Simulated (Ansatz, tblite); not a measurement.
Cost and result up the ladder for [TaO2(OH)2]- (TaO4H2⁻) (7 atoms). Charge -1, multiplicity 1. Geometry: PBE-D4/def2-SVPD.

```xyz
7

Ta    0.153   -0.234    0.344
O     1.306   -0.808    1.597
O    -1.414   -1.100    0.495
O     0.917   -0.606   -1.479
H     0.316   -1.009   -2.125
O    -0.176    1.733    0.598
H    -1.102    2.023    0.570
```

Ansatz on 4 threads of Arm Neoverse N1 on a shared host; xTB runs through tblite on one thread. Times are rough, summed over both states, and most runs start from the orbitals of an earlier one. PBE0-D4/def2-TZVPD serves as the yardstick here, not as an exact answer. The other state is a triplet.

In the def2 sets Ta takes a core potential; there is no spin–orbit coupling. The xTB rows come from tblite. HOMO above LUMO, or a gap near zero within one spin, warns that the state may not be the lowest or that an electron is smeared out.

xTB has no spin-polarisation term.

```json
{"level": "GFN2-xTB", "functions": "27", "wall time": "0.011 s"}
{"level": "GFN1-xTB", "functions": "29", "wall time": "0.014 s"}
{"level": "PBE-D4/def2-TZVPD", "functions": "221", "wall time": "23 s"}
{"level": "r2SCAN-D4/def2-TZVPD (with forces)", "functions": "221", "wall time": "27 s"}
{"level": "PBE0-D4/def2-TZVPD", "functions": "221", "wall time": "30 s"}
```

Estimate what each level gives for the vertical triplet (eV).


```json
{"level": "GFN2-xTB", "vertical triplet (eV)": "4.57", "difference from PBE0-D4/def2-TZVPD (eV)": "-0.04", "remarks": "–"}
{"level": "GFN1-xTB", "vertical triplet (eV)": "4.98", "difference from PBE0-D4/def2-TZVPD (eV)": "0.37", "remarks": "–"}
{"level": "PBE-D4/def2-TZVPD", "vertical triplet (eV)": "4.31", "difference from PBE0-D4/def2-TZVPD (eV)": "-0.30", "remarks": "HOMO above zero (triplet), gap within one spin near zero (triplet)"}
{"level": "r2SCAN-D4/def2-TZVPD (with forces)", "vertical triplet (eV)": "4.50", "difference from PBE0-D4/def2-TZVPD (eV)": "-0.11", "remarks": "HOMO above zero (triplet)"}
{"level": "PBE0-D4/def2-TZVPD", "vertical triplet (eV)": "4.61", "difference from PBE0-D4/def2-TZVPD (eV)": "0.00", "remarks": "HOMO above zero (triplet)"}
```
